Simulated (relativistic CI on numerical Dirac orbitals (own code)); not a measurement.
Ti⁴⁺ in a cubic cluster: 1s photoemission with charge transfer

Computed with a charge-transfer multiplet model of a cubic metal-ligand cluster with up to 3 ligand holes, Slater and spin-orbit integrals from Dirac-Coulomb-Breit ions, Slater integrals scaled by 0.7. The ground state mixes d0 with configurations of k ligand holes L, whose averages lie at kΔ + k(k − 1)U_dd/2; a core hole lowers each added d electron by U_cd. 300 K, Lorentzian 1.1 eV and Gaussian 0.6 eV FWHM.

Atomic integrals in eV (Slater integrals scaled, ζ unscaled), ground: F2dd 5.756, F4dd 3.579, zeta_d 0.013; with the core hole: F2dd 5.756, F4dd 3.579, zeta_d 0.030, G2cd 0.034. Where a configuration has fewer than two d electrons, the dd integrals are those of d2.

Cluster parameters (eV): Δ = 1.1, U_cd = 5.6, 10Dq = 1.6, 10Dq(ligand) = 0.1, V(eg) = 2.95, V(t2g) = -1.41, final-state hopping factor = 0.8.

```
         Case   n_d    d0   d1L  d2L2  d3L3     S
U_dd = 4.5 eV  1.06  0.24  0.49  0.24  0.03  0.00
U_dd = 5.2 eV  1.01  0.26  0.50  0.21  0.03  0.00
U_dd = 5.9 eV  0.96  0.28  0.51  0.20  0.02  0.00
```

Weights, n_d and S are thermal averages at 300 K. Binding energies count from the first peak over 30 % of the highest in each spectrum, which can be another peak from case to case. The parameters are a model scan and need not match a compound or its usual spin state. Peaks in eV (height, largest 100):
- U_dd = 4.5 eV: 0.0 (100), 3.4 (10), 9.8 (15)
- U_dd = 5.2 eV: 0.0 (100), 3.5 (9), 9.8 (13)
- U_dd = 5.9 eV: 0.0 (100), 3.5 (8), 9.9 (12)

Curve for U_dd = 4.5 eV (points under 2 left out, the grid thinned):

```json
{"E (eV)": "-3.3", "Intensity": "3.2"}
{"E (eV)": "-3.0", "Intensity": "3.9"}
{"E (eV)": "-2.7", "Intensity": "4.7"}
{"E (eV)": "-2.3", "Intensity": "6.4"}
{"E (eV)": "-2.0", "Intensity": "8.4"}
{"E (eV)": "-1.7", "Intensity": "11.3"}
{"E (eV)": "-1.4", "Intensity": "16.1"}
{"E (eV)": "-1.1", "Intensity": "24.4"}
{"E (eV)": "-0.8", "Intensity": "39.2"}
{"E (eV)": "-0.4", "Intensity": "73.1"}
{"E (eV)": "-0.1", "Intensity": "96.9"}
{"E (eV)": "0.2", "Intensity": "95.8"}
{"E (eV)": "0.5", "Intensity": "71.1"}
{"E (eV)": "0.8", "Intensity": "44.8"}
{"E (eV)": "1.2", "Intensity": "24.0"}
{"E (eV)": "1.5", "Intensity": "16.2"}
{"E (eV)": "1.8", "Intensity": "11.8"}
{"E (eV)": "2.1", "Intensity": "9.3"}
{"E (eV)": "2.4", "Intensity": "8.1"}
{"E (eV)": "2.7", "Intensity": "7.9"}
{"E (eV)": "3.1", "Intensity": "9.0"}
{"E (eV)": "3.4", "Intensity": "9.8"}
{"E (eV)": "3.7", "Intensity": "9.0"}
{"E (eV)": "4.0", "Intensity": "6.8"}
{"E (eV)": "4.3", "Intensity": "4.9"}
{"E (eV)": "4.7", "Intensity": "3.3"}
{"E (eV)": "5.0", "Intensity": "2.7"}
{"E (eV)": "5.3", "Intensity": "2.4"}
{"E (eV)": "5.6", "Intensity": "2.1"}
{"E (eV)": "7.0", "Intensity": "2.0"}
{"E (eV)": "7.3", "Intensity": "2.3"}
{"E (eV)": "7.7", "Intensity": "2.9"}
{"E (eV)": "8.0", "Intensity": "3.4"}
{"E (eV)": "8.3", "Intensity": "4.0"}
{"E (eV)": "8.6", "Intensity": "4.9"}
{"E (eV)": "8.9", "Intensity": "6.6"}
{"E (eV)": "9.3", "Intensity": "11.1"}
{"E (eV)": "9.6", "Intensity": "14.5"}
{"E (eV)": "9.9", "Intensity": "14.7"}
{"E (eV)": "10.2", "Intensity": "11.5"}
{"E (eV)": "10.5", "Intensity": "7.9"}
{"E (eV)": "10.8", "Intensity": "5.3"}
{"E (eV)": "11.2", "Intensity": "3.3"}
{"E (eV)": "11.5", "Intensity": "2.5"}
{"E (eV)": "11.8", "Intensity": "2.0"}
```

A d0 ion has no d-d gap: its lowest excitations are ligand-to-metal charge transfer. With the core hole the average of the configuration with one ligand hole lies at Δ − U_cd = -4.5 eV before mixing: the effective hopping of about 5.1 eV (from the holes of the mixed ground state) is comparable with this gap or larger, so the configurations mix strongly.
